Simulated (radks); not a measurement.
Al3+, 10 electrons, occupied as [He] 2s2 2p5 6s1 (not the ground configuration). Method: non-relativistic Kohn-Sham, LDA (Slater exchange, Perdew-Wang correlation), spin-polarised, spherical densities, point nucleus; open shells are filled with parallel spins first; computed with a radial shooting solver on a logarithmic mesh with Libxc functionals.

X-ray form factor f0, the Fourier transform of the density (f0(0) = 10):

| sin(theta)/lambda (1/angstrom) | f0 (electrons) |
|---|---|
| 0.05 | 8.978 |
| 0.1 | 8.860 |
| 0.15 | 8.525 |
| 0.2 | 8.222 |
| 0.25 | 7.792 |
| 0.3 | 7.341 |
| 0.4 | 6.368 |
| 0.5 | 5.384 |
| 0.6 | 4.498 |
| 0.8 | 3.144 |
| 1 | 2.313 |
| 1.25 | 1.761 |
| 1.5 | 1.484 |
| 2 | 1.192 |
